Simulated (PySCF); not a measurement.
Q: Give a PBE0-D3(BJ)/def2-SVP geometry of `O=S(=O)(O)c1cnccn1`.

A: 
Z-matrix in Å and degrees, rows numbered from 1:
```
O 
S   1  1.4429
O   2  1.4467  1  122.71
O   2  1.6129  1  106.54  3  -125.96
C   2  1.7880  1  108.54  3   126.78
C   5  1.3934  2  120.89  1   -17.87
N   6  1.3303  5  120.01  2  -177.20
C   7  1.3278  6  117.13  5    -0.45
C   8  1.4000  7  122.09  6    -0.40
N   5  1.3227  2  115.57  1   163.82
H   4  0.9722  2  107.27  1   177.52
H   6  1.0939  5  121.04  2     3.10
H   8  1.0952  7  117.38  6   179.87
H   9  1.0945  8  121.28  7  -179.16
```

S2 (sulfonyl sulfur) is distorted tetrahedral (angles from 100.3° to 122.7°). The 3 O–S bonds span 1.443 Å (O1=S2, drawn double) to 1.613 Å (S2–O4, drawn single), a spread of 0.170 Å. The 6-membered ring C5–C6–N7–C8–C9–N10 has internal angles of 116.2° to 123.5°; it is planar, 0.00 Å rms from its mean plane, widest ring torsion 1°. Of the pairs four or more bonds apart, O1···H12 is among the closest relative to their van der Waals radii: 2.62 Å, 96 % of the sum of Bondi's values.

Method: PySCF, PBE0-D3(BJ)/def2-SVP geometry optimisation, gas phase.

Point group: C1 (no symmetry element, even within 0.4 Å). No PBE0-D3(BJ)/def2-SVP frequencies stand behind this structure, so it isn't proved a minimum. One conformer, not necessarily the lowest (O1–S2–O4–H 178°, O1–S2–C5–C6 -18°).

On Arm Neoverse V1, one thread (shared host), this took 2.7 min. This is the geometry optimisation.
